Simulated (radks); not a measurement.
These are the eigenvalues of the occupied orbitals of an atom or ion with whole-number occupations (eV). Calculated with a radial shooting solver on a logarithmic mesh with Libxc functionals: Dirac Kohn-Sham, PBEsol, spin-unpolarised, spherical densities, finite nucleus; Fermi nuclear charge, rms radius of each element as measured or else 0.836 A^(1/3) + 0.57 fm.

orbital  eigenvalue
1s1/2     -3522.877
2s1/2     -358.9208
2p1/2     -287.8849
2p3/2     -284.9984
3s1/2      -41.3344
3p1/2      -25.0072
3p3/2      -24.7376

Which element is it, and in what charge state? The configuration may be excited. Open shells, if any, are shared by 2j + 1.

Answer. Z = 19, potassium, charge +1: K+ in [Ar]. The list shows which subshells hold electrons but not how many an open one holds; the 1s level, -129.46 hartree, gives Z - s = 16.1 by -(Z - s)^2/2, which with screening and relativity narrows Z to a few neighbours, and the depths of the outer levels then fix element, charge and occupations together.
